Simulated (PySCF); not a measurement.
HAl (SMILES [AlH]), singlet, geometry from GFN2-xTB (such geometries of metal compounds can be far from the true shape).

The PySCF input:
```python
from pyscf import gto, scf, dft

mol = gto.M(
    atom='''
Al   -0.000000   -0.000000   -0.115220
H     0.000000    0.000000    1.497855
''',
    basis='def2-svpd',
    charge=0,
    spin=0,
    verbose=4,
)

mf = dft.RKS(mol)
mf.xc = 'camb3lyp'
mf = mf.density_fit(auxbasis='def2-universal-jkfit')
mf.kernel()
```

**Question.** What does this run give for the nuclear repulsion energy, number of basis functions, Mulliken (on the basis functions themselves) charges in atom order?

**Answer.** 
```
Item                                                                            Result
------------------------------------------------------------------  ------------------
nuclear repulsion energy                                                     4.2647 Eh
number of basis functions                                                           32
Mulliken (on the basis functions themselves) charges in atom order  Al1 0.15, H2 -0.15
```
